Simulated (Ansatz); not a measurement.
The cluster PdS₂ (the lowest singlet isomer of a short search) was relaxed with B3LYP-D4 (def2-TZVP) in Ansatz in these states: charge +1 doublet, neutral quintet. The geometries follow in no particular order.

In the def2 sets Pd takes a core potential; there is no spin–orbit coupling.

A:

```csv
atom,x (Å),y (Å),z (Å)
Pd1,-0.402,-0.250,-1.305
S2,0.945,-0.471,0.538
S3,-0.543,0.721,0.768
```

B:

```xyz
3

Pd    0.804   -1.300    0.536
S    -0.370    1.037    0.624
S    -0.434    0.262   -1.160
```

Q: Judge from the bond lengths which geometry belongs to which state (an estimate).

A: A is the charge +1 doublet (Pd1–S2 2.294 Å, Pd1–S3 2.294 Å, S2–S3 1.921 Å); B is the neutral quintet (Pd1–S2 2.617 Å, Pd1–S3 2.617 Å, S2–S3 1.947 Å).
